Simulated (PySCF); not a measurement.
In(H)(Cl)(Me) (CH₄ClIn), SMILES [CH3][InH][Cl].

The structure is a stationary point at PBE0-D3(BJ)/def2-SVP. The def2 effective core potentials stand for the cores of In; spin–orbit coupling is left out.

Computed with PBE0-D3(BJ)/def2-SVP in PySCF 2.14.0.

Frequencies are harmonic and unscaled.

A small imaginary wavenumber (i) marks a very flat motion, where grid noise or a shallow saddle decides the sign.

Computed normal modes with their intensities:
| mode | ν (cm⁻¹) | IR (km/mol) | moving atoms (share of kinetic energy) |
|---|---|---|---|
| 1 | 21i | 0.0 | H 97 % |
| 2 | 113 | 4.6 | C 40 %, Cl 23 %, H 21 %, In 16 % |
| 3 | 352 | 59.1 | Cl 76 %, In 23 % |
| 4 | 371 | 36.7 | H 95 % |
| 5 | 489 | 93.0 | H 72 %, C 20 % |
| 6 | 525 | 3.5 | C 51 %, H 43 % |
| 7 | 708 | 43.3 | H 84 %, C 15 % |
| 8 | 744 | 67.0 | H 83 %, C 16 % |
| 9 | 1185 | 0.6 | H 82 %, C 18 % |
| 10 | 1424 | 1.7 | H 95 % |
| 11 | 1430 | 3.2 | H 95 % |
| 12 | 1827 | 195.3 | H 99 % |
| 13 | 3070 | 3.0 | H 98 % |
| 14 | 3182 | 1.0 | H 91 %, C 9 % |
| 15 | 3203 | 0.2 | H 90 %, C 10 % |
